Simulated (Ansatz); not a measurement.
HgF₂. The state is a triplet with charge 0. Geometry PBE-D4/def2-TZVP, that of the charge +1 doublet; atoms count from 1.

```xyz
3

Hg    0.0001   -0.0001    0.0004
F     1.3667   -1.1159   -0.7961
F    -1.3668    1.1160    0.7957
```

In the def2 sets Hg takes a core potential; there is no spin–orbit coupling. At PBE0-D4/def2-TZVP a singlet of charge 0 lies 5.20 eV below the triplet at the same geometry. The structure comes from a short search, and lower isomers may exist.

(1) Estimate the Mulliken populations from the PBE0/def2-TZVP orbitals of Ansatz.

(2) Where does the spin sit?

(3) And the Mayer bond orders between bonded heavy atoms (over 0.3)?

## Answers

(1) 
| atom | charge (e) | spin (α − β) | d electrons |
| --- | --- | --- | --- |
| Hg1 | 0.54 | 0.95 | 9.75 |
| F2 | -0.27 | 0.53 | – |
| F3 | -0.27 | 0.53 | – |
Mulliken values and Mayer orders depend strongly on the basis.

(2) Summed by element: Hg 0.95, F 1.05, of 2 unpaired in all. Largest on single atoms: Hg1 0.95, F2 0.53, F3 0.53.

(3) Hg1–F2 0.52 (1.94 Å); Hg1–F3 0.52 (1.94 Å). Values over 0.3 also appear between atoms too far apart for a bond (F2–F3 0.33 at 3.87 Å); they arise where an orbital or an unpaired electron spreads over both atoms.
